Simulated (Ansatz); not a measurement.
Isolated molecules relaxed with PBE0-D4/def2-TZVP in Ansatz; ΔE leaves out vibrations. CBS: MP2 limit from def2 TZ/QZ plus the TZ coupled-cluster correction, frozen cores. DFT in def2-TZVPP. B3LYP here is the variant with VWN-RPA as its local correlation; programs differ in this. For Ge outer-core shells are correlated without core-valence functions, which leaves a few kJ/mol of doubt a bond. Scalar relativity is left out up to krypton. One conformer a species, not always the lowest.

Consider the redistribution: `CC[Si]O[SiH3]` + `[SiH3][O][GeH3]` → `[SiH3]O[Si]O[SiH3]` + `C[CH2][GeH3]`.

(1) Is it downhill or uphill in electronic energy at CCSD(T)/CBS, and by how much? (Estimate.)

(2) What do these levels give: revPBE-D4, B3LYP-D4, MP2/def2-SVP, CCSD(T)/def2-SVP, MP2/def2-TZVPP, MP2/CBS(def2)? (An estimate is asked.)

Largest T1 diagnostic among the species: 0.014.

## Answers

(1) Computed: Downhill: ΔE = -128.5 kJ/mol.

(2) The calculation gave: revPBE-D4 -118.5, B3LYP-D4 -125.4, MP2/def2-SVP -118.2, CCSD(T)/def2-SVP -114.2, MP2/def2-TZVPP -129.8, MP2/CBS(def2) -132.0 kJ/mol.

At CCSD(T), def2-SVP lies +14.3 kJ/mol from the extrapolated value and def2-TZVPP +2.2 kJ/mol. Leaving LDA and LC-ωPBE aside and taking each functional with its dispersion term where it has one, the values, not all of them listed here, spread over 11.9 kJ/mol, from B2PLYP to revPBE-D4. The D4 term adds +6.7 kJ/mol with B3LYP and +3.7 kJ/mol with PBE0; it sums over pairs of atoms, weighted by their polarisabilities, and B3LYP, whose exchange is more repulsive, gets the larger term.
